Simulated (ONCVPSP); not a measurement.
# dysprosium: excitation energies, all-electron against ONCV

dysprosium (Dy), optimised norm-conserving Vanderbilt (ONCV), made with ONCVPSP 4.0.1 (PBEsol, scalar-relativistic). Core [Kr] 4d10 4f9, reference 5s2 5p6 5d1 6s0.5 (charge +1.5). Waves: 5s+6s: rc 1.95 bohr, ncon 4, nbas 8, qcut 6.6 1/bohr, 2 projectors; 5p: rc 1.95 bohr, ncon 3, nbas 7, qcut 6.7 1/bohr, 1 projector; 5d: rc 2.05 bohr, ncon 4, nbas 8, qcut 4.5 1/bohr, 2 projectors, debl 1.9 Ha. Local part: polynomial inside 1.60 bohr (lpopt 4, dvloc0 3 Ha). Core correction: polynomial model core, fcfact 0.3.

Energies are relative to the spin-unpolarised reference configuration 5s2 5p6 5d1 6s0.5; without spin polarisation the order of configurations can differ from experiment.

Question: Give the all-electron excitation energy and the error of the potential for: 5s2 5p6 5d1 6s2; 5s2 5p6 5d1 6s1; 5s2 5p6 5d1 6s0; 5s1 5p6 5d1 6s2.

Answer:

```tsv
valence configuration	charge	ΔE all-electron (eV)	error AE − PS (meV)
5s2 5p6 5d1 6s2	0	-12.343	-4.5
5s2 5p6 5d1 6s1	+1	-5.474	-0.1
5s2 5p6 5d1 6s0	+2	6.901	-4.5
5s1 5p6 5d1 6s2	+1	46.248	-337
```
